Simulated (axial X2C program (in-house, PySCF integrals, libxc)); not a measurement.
## Worked dissociation energy of NaSn⁻: CCSD, with spin–orbit coupling

Calculated with an in-house all-electron X2C program for linear molecules (integrals from PySCF). Two-component (2c) means X2C with spin–orbit coupling and atomic mean-field two-electron Coulomb and Gaunt terms. Basis: Sn dyall-acv3z [12s13p10d5f1g], Na dyall-av3z [10s9p5d2f] (cores contracted in-house); Gaussian nuclei, density fitting, unrestricted open shells. Masses: Sn 119.902 u, Na 22.990 u.

Molecular state: Ω = 1 (⟨Sz⟩ = 0.99, ⟨Lz⟩ = 0.01 at HF).

Correlated methods: 6 electrons correlated (number of frozen shells: Sn 4 s, 3 p, 2 d; Na 2 s, 1 p), 330 virtual spin orbitals or spinors in MP2, 83 natural virtuals in coupled cluster.

- E(Sn-) (2M_J = 3): -6171.339076 hartree
- E(Na) (2M_J = 1): -162.053118 hartree
- E(NaSn⁻) at Re: -6333.422958 hartree
- ωe: 135.0 cm⁻¹
- ωexe: 0.789 cm⁻¹

Q: Work out De and D0.

A: De = -6171.339076 + (-162.053118) − (-6333.422958) = 0.03076 hartree = 0.837 eV. The zero-point energy is ωe/2 − ωexe/4 = 67 cm⁻¹ = 0.008 eV, so D0 = 0.829 eV.

The state is a single determinant with fixed occupations, the lowest that a limited PBE0 search found. De is counted from the lowest determinant-based energies of the atoms at the same level, without counterpoise correction. CCSD ran in a truncated set of natural virtual spinors with an MP2 remainder; without triples it tends to underbind. Other states lie close and PBE0, whose exact exchange favours high spin, may order them wrongly; the determinant shown need not be the ground state. The nearest other 2c determinant of the search, Ω = 2, lies 0.33 eV up at the distance of the search. With several unpaired electrons one determinant need not be a pure state. Open-shell Ω = 0 determinants with evenly filled partner blocks cannot be reached by this program, so the Ω shown need not be the lowest component. This is the Ω = 1 component of a π² triplet; the 0⁺ component is not one determinant and can lie lowest. The determinant is spin-polarised beyond a pure state at some levels (its spin-free form has ⟨S²⟩ too high), which makes Re and μ there less reliable. The T1 diagnostic is large, a sign of multireference character. With the outer-core shells frozen, correlated bond lengths of heavy atoms tend to come out a few hundredths of an ångström too long.

Each atomic determinant is the lowest at this level and need not be a pure J level. Totals compare only within one Hamiltonian and basis.
